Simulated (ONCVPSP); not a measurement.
## aluminium (Al): one change to an ONCV potential, before and after

```
Element                 : Al (Z = 13)
Generator               : ONCVPSP 4.0.1
Type                    : optimised norm-conserving Vanderbilt (ONCV)
Functional              : PBEsol
Relativity              : scalar-relativistic
Frozen core             : [Ne]
Valence charge          : 3
Reference configuration : 3s2 3p1
Partial waves           : 3s: rc 1.95 bohr, ncon 3, nbas 7, qcut 3.3 1/bohr, 1 projector; 3p: rc 1.85 bohr, ncon 4, nbas 8, qcut 4.9 1/bohr, 1 projector; d scattering state at 0.05 Ha: rc 2.00 bohr, ncon 5, nbas 9, qcut 5.3 1/bohr, 1 projector
Local potential         : polynomial inside 1.45 bohr (lpopt 3, dvloc0 3 Ha)
Core correction         : Teter function, fcfact 5.5, rcfact 1.45
```

Change: core correction Teter function, fcfact 5.5, rcfact 1.14.

Cutoffs: the cutoffs (Ha) at which the residual kinetic energy of the hardest occupied pseudo-wave falls to 1 and 0.1 mHa per electron; they do not see the model core or the augmentation charge, which bear on the density cutoff. Errors are all-electron minus pseudo energies relative to the spin-unpolarised reference configuration.

Question: Predict the effect on cutoff, ghosts and configuration errors.

Answer: The potential gets neither clearly harder nor softer (5.1 Ha and 19 Ha → 5.1 Ha and 19 Ha); of the 4 tests that both files solve, the error grows in 0 and shrinks in 4 by more than 15 % and 0.3 meV (median size 6.8 → 1.0 meV); neither file shows a bound ghost. A model core, the more so a compact one, raises the density cutoff, which this test does not measure.

| quantity | base | changed |
| --- | --- | --- |
| cutoff, loose | 5.1 Ha | 5.1 Ha |
| cutoff, tight | 19 Ha | 19 Ha |
| bound ghosts | none | none |
| GHOST(+) flags under 300 eV | none | none |
| error for 3s2 3p0, meV [ΔE 5.74 eV] | +4.4 | 0.0 |
| error for 3s1 3p0, meV [ΔE 24.91 eV] | -24 | +8.2 |
| error for 3s2 3p0.5, meV [ΔE 2.07 eV] | +0.9 | 0.0 |
| error for 3s1 3p1, meV [ΔE 11.53 eV] | -9.2 | +2.0 |
| s: phases at 1.99 bohr within 0.05 rad from the reference energy up to (Ha; the scan ends near 5) | 1.1 | 1.1 |
| p: phases at 1.88 bohr within 0.05 rad from the reference energy up to (Ha; the scan ends near 5) | 1.7 | 1.7 |
| d: phases at 2.03 bohr within 0.05 rad from the reference energy up to (Ha; the scan ends near 5) | 2.7 | 2.7 |
| rms error of d²Exc/dni dnj with the model core, mHa | 1.83 | 0.24 |
